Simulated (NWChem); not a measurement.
System: CH6BeSi; SMILES [CH3][Be][SiH3]

Input file for NWChem:

```
start job
memory heap 200 mb stack 900 mb global 1100 mb
geometry units angstroms noautosym nocenter noautoz
  Be     0.000000     0.000000     0.746483
  C      0.000000     0.000000     2.425756
  H      0.435112    -0.920666     2.840836
  H     -1.014876     0.083515     2.840836
  H      0.579764     0.837151     2.840836
  Si     0.000000     0.000000    -1.443773
  H     -1.328421     0.372912    -2.021823
  H      0.341260    -1.336902    -2.021823
  H      0.987162     0.963991    -2.021823
end
basis spherical
  * library def2-svpd
end
dft
  xc pbe0
  iterations 150
end
property
  response 1 0.0
end
task dft property
```

Excerpt of the output:

```
             Northwest Computational Chemistry Package (NWChem) 7.3.0
             --------------------------------------------------------

                             Geometry "geometry" -> ""
                             -------------------------

 Output coordinates in angstroms (scale by  1.889725989 to convert to a.u.)

  No.       Tag          Charge          X              Y              Z
 ---- ---------------- ---------- -------------- -------------- --------------
    1 Be                   4.0000     0.00000000     0.00000000     0.74648300
    2 C                    6.0000     0.00000000     0.00000000     2.42575600
    3 H                    1.0000     0.43511200    -0.92066600     2.84083600
    4 H                    1.0000    -1.01487600     0.08351500     2.84083600
    5 H                    1.0000     0.57976400     0.83715100     2.84083600
    6 Si                  14.0000     0.00000000     0.00000000    -1.44377300
    7 H                    1.0000    -1.32842100     0.37291200    -2.02182300
    8 H                    1.0000     0.34126000    -1.33690200    -2.02182300
    9 H                    1.0000     0.98716200     0.96399100    -2.02182300

 Effective nuclear repulsion energy (a.u.)      70.4612136778

                              NWChem Property Module
                              ----------------------

                                 NWChem DFT Module
                                 -----------------

 Summary of "ao basis" -> "ao basis" (spherical)
 ------------------------------------------------------------------------------
       Tag                 Description            Shells   Functions and Types
 ---------------- ------------------------------  ------  ---------------------
 Be                        def2-svpd                 6       12   3s3p
 C                         def2-svpd                 8       20   4s2p2d
 H                         def2-svpd                 4        8   2s2p
 Si                        def2-svpd                10       24   5s3p2d

            General Information
            -------------------
          SCF calculation type: DFT
          Wavefunction type:  closed shell.
          No. of atoms     :     9
          No. of electrons :    30
           Alpha electrons :    15
            Beta electrons :    15
          Charge           :     0
          Spin multiplicity:     1
          Use of symmetry is: off; symmetry adaption is: off
          Maximum number of iterations: 150
          AO basis - number of functions:   104
                     number of shells:    48
          Convergence on energy requested:  1.00D-06
          Convergence on density requested:  1.00D-05
          Convergence on gradient requested:  5.00D-04

              XC Information
              --------------
                         PBE0 Method XC Functional
                     Hartree-Fock (Exact) Exchange  0.250
          PerdewBurkeErnzerhof Exchange Functional  0.750
            Perdew 1991 LDA Correlation Functional  1.000 local
           PerdewBurkeErnz. Correlation Functional  1.000 non-local

             Grid Information
             ----------------
          Grid used for XC integration:  medium
          Radial quadrature: Mura-Knowles
          Angular quadrature: Lebedev.
          Tag              B.-S. Rad. Rad. Pts. Rad. Cut. Ang. Pts.
          ---              ---------- --------- --------- ---------
          Be                  1.05       49          12.0       434
          C                   0.70       49          13.0       434
          H                   0.35       45          13.0       434
          Si                  1.10       88          12.0       590
          Grid pruning is: on
          Number of quadrature shells:   456
          Spatial weights used:  Erf1

      Superposition of Atomic Density Guess
      -------------------------------------

 Sum of atomic energies:        -343.91332963

      Non-variational initial energy
      ------------------------------

 Total energy =    -345.080843
 1-e energy   =    -612.109629
 2-e energy   =     196.567573
 HOMO         =      -0.300652
 LUMO         =       0.018758

   convergence    iter        energy       DeltaE   RMS-Dens  Diis-err
 ---------------- ----- ----------------- --------- --------- ---------
 d= 0,ls=0.0,diis     1   -345.5662869197 -4.16D+02  1.01D-02  2.10D-01
 d= 0,ls=0.0,diis     2   -345.5860696011 -1.98D-02  3.45D-03  8.75D-02
 d= 0,ls=0.0,diis     3   -345.5974100086 -1.13D-02  1.01D-03  1.32D-02
 d= 0,ls=0.0,diis     4   -345.5991543013 -1.74D-03  2.45D-04  1.50D-04
 d= 0,ls=0.0,diis     5   -345.5991847478 -3.04D-05  6.22D-05  8.67D-06
  Resetting Diis
 d= 0,ls=0.0,diis     6   -345.5991862413 -1.49D-06  9.47D-06  4.96D-08
 d= 0,ls=0.0,diis     7   -345.5991862503 -9.00D-09  2.95D-06  1.04D-08

         Total DFT energy =     -345.599186250342
      One electron energy =     -615.201721229776
           Coulomb energy =      230.321482917589
    Exchange-Corr. energy =      -31.180161615971
 Nuclear repulsion energy =       70.461213677817

 Numeric. integr. density =       30.000012151035

                       DFT Final Molecular Orbital Analysis
                       ------------------------------------

[...]

 DFT Linear Response polarizability / au
 Frequency  =       0.0000000 / au
              X              Y              Z
 -----------------------------------------------
 X      56.0937757     -0.0000311      0.0000142
 Y      -0.0000311     56.0937883     -0.0000025
 Z       0.0000142     -0.0000024     74.3565795
 -----------------------------------------------
 Eigenvalues =      56.0937503     56.0938138     74.3565795
 Isotropic   =      62.1813812
 Anisotropic =      18.2627975
 -----------------------------------------------

 Magnetic Dipole Response Matrix (nonzero elements):

 Exiting AOResponse driver routine
```

Level: PBE0/def2-SVPD. Coordinates come from a B3LYP/6-31G* (spherical d) optimisation.
